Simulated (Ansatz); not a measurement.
Ansatz (an electronic-structure program) input for Al(Br)(vinyl)(NH2) (C2H5AlBrN), SMILES C=[CH][Al]([NH2])[Br], PBE/def2-SVPD. The structure is a stationary point at ωB97X-D3(BJ)/def2-SVP. The structure was generated by enumeration; whether it is a known compound was not checked. The values are those of a single conformer.

Ansatz 0.2 input:
```yaml
crystal:
  periodic: [false, false, false]
  atoms:
    - {symbol: Al, position_ang: [0.63561509, 0.09234867, -0.04389136]}
    - {symbol: Br, position_ang: [-1.54632486, 0.09122734, 0.53039351]}
    - {symbol: C, position_ang: [1.25509173, -0.91052180, -1.57842550]}
    - {symbol: C, position_ang: [2.55084049, -0.93050863, -1.92838019]}
    - {symbol: H, position_ang: [0.56381169, -1.49159001, -2.20468208]}
    - {symbol: H, position_ang: [2.92217682, -1.49384403, -2.79512779]}
    - {symbol: H, position_ang: [3.31854634, -0.38227679, -1.36563071]}
    - {symbol: N, position_ang: [1.72403913, 1.04311220, 0.97034953]}
    - {symbol: H, position_ang: [1.42496231, 1.57556438, 1.78076780]}
    - {symbol: H, position_ang: [2.72500938, 1.14305431, 0.83987506]}
basis:
  gaussian:
    orbitals: def2-SVPD
hamiltonian:
  xc: {name: PBE}
```

Output:

```
WARN ansatz: RAYON_NUM_THREADS=1 ignored (pool sized by the plan → 1); use --threads N
Functional definition: PBE
integrals: 0.12 GiB planned
1501 factors; their error is unknown
mean field: 0.66 GiB planned
mean field evaluation 1: about -80243.8666 eV, gradient 8.2e1 eV
mean field evaluation 2: about -80191.8763 eV, gradient 1.5e2 eV
mean field evaluation 4: about -80258.7141 eV, gradient 1.7e1 eV
mean field evaluation 8: about -80259.4153 eV, gradient 2.0e-1 eV
mean field evaluation 16: about -80259.3252 eV, gradient 4.6e-4 eV
mean field -80259.32519266 eV, -2949.4757991059 hartree, gradient 2.1e-5 eV, S^2 0.000000; 0 other end points of the search recorded, 0 dependent functions left out
reference -80259.32524716 eV, -2949.4758011087 hartree; 36, 36 occupied and 129, 129 virtual orbitals, 1501 factors
Total energy: -80259.32524716 eV, -2949.4758011087 hartree
```

Self-consistency was reached.
